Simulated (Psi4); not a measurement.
C2H6ClGa (SMILES [CH3][Ga]([CH3])[Cl]), singlet, at a GFN2-xTB geometry (such geometries of metal compounds can be far from the true shape), with bond 10-1 at 1.8 times its length; HF/STO-3G (Psi4).

Input for Psi4:
```
memory 2 GB

molecule {
0 1
Ga   -0.23882611    0.10083400   -0.14092768
C    -1.80146295   -1.21572828   -0.23393842
H    -1.48974737   -2.11234972   -0.77670352
H    -2.67761150   -0.79304802   -0.72665403
H    -2.07741138   -1.52198383    0.77883123
C    -0.06504875    2.00184560   -0.87573406
H     0.73235088    2.03166984   -1.62340480
H     0.21697965    2.67872738   -0.06457972
H    -0.98796556    2.36112255   -1.33204575
Cl    2.82605812   -1.19102328    1.67676736
}

set {
  basis sto-3g
  stability_analysis check
  scf_type pk
}

energy('scf')
print_variables()
```

Predict the main parts of the log of this Psi4 run.


```
   => Loading Basis Set <=

    Name: STO-3G
    Role: ORBITAL
    Keyword: BASIS

         ---------------------------------------------------------
                                   SCF
               by Justin Turney, Rob Parrish, Andy Simmonett
                          and Daniel G. A. Smith
                              RHF Reference
         ---------------------------------------------------------

  ==> Geometry <==

    Molecular point group: c1
    Full point group: C1

    Geometry (in Angstrom), charge = 0, multiplicity = 1:

       Center              X                  Y                   Z               Mass
    ------------   -----------------  -----------------  -----------------  -----------------
         GA          -0.639240615159     0.269567818076    -0.378577783823    68.925573500000
         C           -2.201877455159    -1.046994461924    -0.471588523823    12.000000000000
         H           -1.890161875159    -1.943615901924    -1.014353623823     1.007825032230
         H           -3.078026005159    -0.624314201924    -0.964304133823     1.007825032230
         H           -2.477825885159    -1.353250011924     0.541181126177     1.007825032230
         C           -0.465463255159     2.170579418076    -1.113384163823    12.000000000000
         H            0.331936374841     2.200403658076    -1.861054903823     1.007825032230
         H           -0.183434855159     2.847461198076    -0.302229823823     1.007825032230
         H           -1.388380065159     2.529856368076    -1.569695853823     1.007825032230
         CL           2.425643614841    -1.022289461924     1.439117256177    34.968852682000

  Running in c1 symmetry.

  Rotational constants: A =      0.14550  B =      0.03760  C =      0.03021 [cm^-1]
  Rotational constants: A =   4362.01177  B =   1127.15271  C =    905.77733 [MHz]
  Nuclear repulsion =  268.863847724365201

  Charge       = 0
  Multiplicity = 1
  Electrons    = 66
  Nalpha       = 33
  Nbeta        = 33

  ==> Algorithm <==

  SCF Algorithm Type is PK.
  DIIS enabled.
  MOM disabled.
  Fractional occupation disabled.
  Guess Type is SAD.
  Energy threshold   = 1.00e-06
  Density threshold  = 1.00e-06
  Integral threshold = 1.00e-12

  ==> Primary Basis <==

  Basis Set: STO-3G
    Blend: STO-3G
    Number of shells: 25
    Number of basis functions: 43
    Number of Cartesian functions: 44
    Spherical Harmonics?: true
    Max angular momentum: 2

  ==> Integral Setup <==

  Using in-core PK algorithm.
   Calculation information:
      Number of atoms:                  10
      Number of AO shells:              25
      Number of primitives:             75
      Number of atomic orbitals:        44
      Number of basis functions:        43

      Integral cutoff                 1.00e-12
      Number of threads:                 1

  Performing in-core PK
  Using 895862 doubles for integral storage.
  We computed 39046 shell quartets total.
  Whereas there are 52975 unique shell quartets.

  ==> DiskJK: Disk-Based J/K Matrices <==

    J tasked:                  Yes
    K tasked:                  Yes
    wK tasked:                  No
    Schwarz Cutoff:          1E-12

  Minimum eigenvalue in the overlap matrix is 2.3364945409E-01.
  Reciprocal condition number of the overlap matrix is 1.0006666430E-01.
    Using symmetric orthogonalization.

  ==> Pre-Iterations <==

  SCF Guess: Superposition of Atomic Densities via on-the-fly atomic UHF (no occupation information).

   -------------------------
    Irrep   Nso     Nmo
   -------------------------
     A         43      43
   -------------------------
    Total      43      43
   -------------------------

  ==> Iterations <==

                        Total Energy        Delta E     RMS |[F,P]|

   @RHF iter SAD: -2428.35971179562512   -2.42836e+03   0.00000e+00
   @RHF iter   1: -2432.94355442857523   -4.58384e+00   1.99851e-02 DIIS/ADIIS
   @RHF iter   2: -2433.42458791958961   -4.81033e-01   1.22538e-02 DIIS/ADIIS
   @RHF iter   3: -2433.62040810264671   -1.95820e-01   2.36343e-03 DIIS/ADIIS
   @RHF iter   4: -2433.63052158853588   -1.01135e-02   5.61702e-04 DIIS/ADIIS
   @RHF iter   5: -2433.63129554162742   -7.73953e-04   1.86638e-04 DIIS/ADIIS
   @RHF iter   6: -2433.63148293998347   -1.87398e-04   7.70520e-05 DIIS
   @RHF iter   7: -2433.63152114407785   -3.82041e-05   3.07611e-05 DIIS
   @RHF iter   8: -2433.63152877358789   -7.62951e-06   1.29483e-05 DIIS
   @RHF iter   9: -2433.63153044610863   -1.67252e-06   6.83280e-06 DIIS
   @RHF iter  10: -2433.63153096309907   -5.16990e-07   4.69080e-06 DIIS
   @RHF iter  11: -2433.63153138369171   -4.20593e-07   1.67693e-06 DIIS
   @RHF iter  12: -2433.63153142976171   -4.60700e-08   3.69224e-07 DIIS
  Energy and wave function converged.

	Presorting SO-basis two-electron integrals.
	Sorting File: SO Ints (nn|nn) nbuckets = 1
	Constructing frozen core operators
	Starting first half-transformation.
	Sorting half-transformed integrals.
	First half integral transformation complete.
	Starting second half-transformation.
	Two-electron integral transformation complete.
	Starting first half-transformation.
	Sorting half-transformed integrals.
	First half integral transformation complete.
	Starting second half-transformation.
	Two-electron integral transformation complete.
    Lowest singlet (RHF->RHF) stability eigenvalues:
       A 0.045897         A 0.056035         A 0.057347         A 0.059617
       A 0.070695

    Lowest triplet (RHF->UHF) stability eigenvalues:
       A -0.189582        A -0.084930        A 0.018062         A 0.024509
       A 0.027026

  ==> Post-Iterations <==

    Orbital Energies [Eh]
    ---------------------

    Doubly Occupied:

[...]
    Virtual:

[...]
      43A      0.703736

    Final Occupation by Irrep:
              A
    DOCC [    33 ]
    NA   [    33 ]
    NB   [    33 ]

  @RHF Final Energy: -2433.63153142976171

   => Energetics <=

    Nuclear Repulsion Energy =            268.8638477243652005
    One-Electron Energy =               -3939.2679915473659094
    Two-Electron Energy =                1236.7726123932386599
    Total Energy =                      -2433.6315314297617078

Computation Completed

Properties will be evaluated at   0.000000,   0.000000,   0.000000 [a0]

Properties computed using the SCF density matrix

 Multipole Moments:

 ------------------------------------------------------------------------------------
     Multipole            Electronic (a.u.)      Nuclear  (a.u.)        Total (a.u.)
 ------------------------------------------------------------------------------------

 L = 1.  Multiply by 2.5417464519 to convert [e a0] to [Debye]
 Dipole X            :          2.5997504           -6.1802627           -3.5805123
 Dipole Y            :         -1.0908259            2.5997574            1.5089315
 Dipole Z            :          1.5623965           -3.6872549           -2.1248585
 Magnitude           :                                                    4.4285399

 ------------------------------------------------------------------------------------

  Variable Map:
  ----------------------------------------------------------------------------
[...]
  Array Variable Map:
  ----------------------------------------------------------------------------
[...]
[...]
```
